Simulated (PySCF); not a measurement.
## Quadrupolar nuclei of `N[Si]1(N)CC[C@@H]1N([SiH3])[SiH3]` in NMR

Compound: C3H15N3Si3.
Geometry (GFN2-xTB, Å), atoms numbered from 1 in this order:
```xyz
24
C3H15N3Si3 angstrom
N     -1.9427    0.0934    1.8469
Si    -1.5707    0.2022    0.1662
N     -2.4575    1.5870   -0.3551
C     -1.5868   -1.5345   -0.6449
C     -0.0671   -1.4586   -0.8650
C      0.1549    0.0588   -0.6765
N      1.4258    0.4313   -0.0773
Si     2.7713    0.3932   -1.1748
Si     1.5424    0.5747    1.6391
H     -1.4808   -0.6254    2.3795
H     -1.9449    0.9533    2.3710
H     -2.4538    1.8266   -1.3322
H     -3.3730    1.7331    0.0370
H     -2.1219   -1.5786   -1.5916
H     -1.9009   -2.3930   -0.0572
H      0.4652   -1.9956   -0.0791
H      0.2706   -1.8411   -1.8286
H      0.1077    0.5384   -1.6624
H      2.3963    1.1982   -2.3437
H      3.9237    0.9600   -0.4841
H      3.0764   -0.9741   -1.6201
H      0.6324    1.6352    2.0871
H      2.9271    0.9168    1.9463
H      1.1946   -0.6818    2.3270
```

Computed at PBE0/pcSseg-1 (PySCF, non-relativistic):

| atom | environment | nucleus | spin I | Q (b) | CQ = χzz (MHz) | η |
| --- | --- | --- | --- | --- | --- | --- |
| N1 | silicon-bound nitrogen | 14N | 1 | 0.02044 | -4.018 | 0.369 |
| N3 | silicon-bound nitrogen | 14N | 1 | 0.02044 | -4.255 | 0.354 |
| N7 | nitrogen bridging silicon atoms | 14N | 1 | 0.02044 | -3.952 | 0.537 |

**Question.** Recover the principal values of the field gradient from CQ = 234.96 MHz × Q × Vzz, η = (Vxx − Vyy)/Vzz and a zero trace.

**Answer.** Vxx = −Vzz(1 − η)/2 and Vyy = −Vzz(1 + η)/2, in au:

| atom | Vxx (au) | Vyy (au) | Vzz (au) | Vzz (10²¹ V/m²) |
| --- | --- | --- | --- | --- |
| N1 | 0.264 | 0.573 | -0.837 | -8.13 |
| N3 | 0.286 | 0.600 | -0.886 | -8.61 |
| N7 | 0.190 | 0.632 | -0.823 | -8.00 |

**Question.** Give the quadrupolar product PQ = |CQ|√(1 + η²/3), the quadrupolar frequency νQ = 3|CQ|/[2I(2I − 1)] and the Larmor frequency ν0 = |g| × 7.62259 MHz/T × B at 11.75 T, with g(14N) = 0.40376.

**Answer.** 
| atom | PQ (MHz) | νQ (MHz) | ν0 (MHz) | νQ/ν0 |
| --- | --- | --- | --- | --- |
| N1 | 4.108 | 6.027 | 36.16 | 0.167 |
| N3 | 4.344 | 6.383 | 36.16 | 0.177 |
| N7 | 4.138 | 5.928 | 36.16 | 0.164 |

For N1: PQ = 4.018 × 1.0225, νQ = 4.018 × 1.5000, ν0 = 3.0777 MHz/T × 11.75 T.

**Question.** In the extreme-narrowing limit, with isotropic tumbling and one correlation time, the quadrupolar linewidth goes as PQ². What relative widths follow for the 14N sites?

**Answer.** N3 1, N7 0.91, N1 0.89, with N3 as 1.

**Question.** Quadrupolar 1/T1 and linewidth for τc = 15 ps (extreme narrowing, isotropic tumbling)?

**Answer.** Rate = (3π²/10) PQ² τc (2I + 3)/[I²(2I − 1)], the same for T1 and T2; width = rate/π.

| site | spin factor (2I + 3)/[I²(2I − 1)] | 1/T1 (s⁻¹) | T1 (ms) | linewidth (Hz) |
| --- | --- | --- | --- | --- |
| 14N at N1 | 5.000 | 3750 | 0.267 | 1190 |
| 14N at N3 | 5.000 | 4190 | 0.239 | 1330 |
| 14N at N7 | 5.000 | 3800 | 0.263 | 1210 |

The couplings are those of the rigid, isolated species; surroundings and motion change them. GFN2-xTB bond lengths can be off by several hundredths of an ångström, more for odd bonds, and the gradients follow them. These gradients aren't converged with respect to the basis.

The run behind these numbers computed NMR shieldings as well. Hardware: one thread of an Intel Xeon at 2.50 GHz, shared host with 64 logical CPUs at a one-minute load of 57. Cost: 3.0 min of wall time, 1.2 GiB resident at most.

One conformer stands for the species.
